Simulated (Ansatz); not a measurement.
An input meant for the cluster HfTe2⁺ (charge 1, doublet; atoms displaced at random, 0.03 Å in each coordinate).

```yaml
crystal:
  periodic: [false, false, false]
  atoms:
    - {symbol: Hf, position_ang: [-0.579573, 1.042478, -0.016179]}
    - {symbol: Te, position_ang: [-1.305602, -1.417871, 0.053575]}
    - {symbol: Te, position_ang: [1.923397, 0.340292, -0.032624]}
basis:
  gaussian: {orbitals: def2-mTZVP, final_grid: {core_spheres: 20, valence_spheres: 16, degree: 47}}
magnetization: {spin_polarized: true, initial_magnetization: 1}
hamiltonian: {xc: {name: B97M-V}}
scf: {omitted_lower_state_checks: [starts]}
output: {forces: true}
```

```sh
$ ansatz run in.yaml --threads 4 --pin off --events-out ev --progress --plain --max-ram 3916MiB
```

It prints (some lines left out):

```
Error: a molecule whose nuclei and cores have a total charge of 60 cannot have a net charge of 0 together with 1 unpaired electrons
```

**Question.** Something in this input is off. What?

**Answer.** The number of unpaired electrons doesn't fit the electron count. The input was rejected before any iteration.
